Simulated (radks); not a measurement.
Results of a calculation; reference values are marked as such.
Species: Mo2.8+. Configuration: [Kr] 4d3.2 (fractional occupations, a model configuration).

Code: a radial shooting solver on a logarithmic mesh with Libxc functionals. Model: scalar-relativistic Kohn-Sham, LDA (Slater exchange, Perdew-Wang correlation), spin-unpolarised, spherical densities, point nucleus.

Energy parts (hartree):
part                       energy
total                 -4042.82174
kinetic                4167.39209
electron-nucleus      -9705.23435
Hartree                1613.35917
exchange-correlation   -118.33865

Orbitals (lengths in bohr, moments of r in powers of bohr; <r^-3> diverges for s and p1/2):
orbital  occ.  eigenvalue (hartree)   <1/r>  <r^-3>      <r^4>     <r^2>
1s          2             -728.5561   43.50       -  7.234e-06  0.001672
2s          2             -103.8702   9.793       -   0.001341   0.02791
2p          6             -93.04394   9.528    2548  0.0009591   0.02195
3s          2             -18.56801   3.361       -    0.06934    0.2115
3p          6             -15.02059   3.199   424.5    0.07644    0.2164
3d         10              -9.23023   2.968   56.41    0.08360    0.2076
4s          2              -3.43798   1.245       -      2.800     1.363
4p          6              -2.47585   1.108   63.38      4.454     1.686
4d        3.2              -1.12406  0.8084   4.892      17.21     3.129

The highest occupied level is 4d at -30.587 eV. The density falls to 0.001 e/bohr^3 at r = 3.35 bohr.
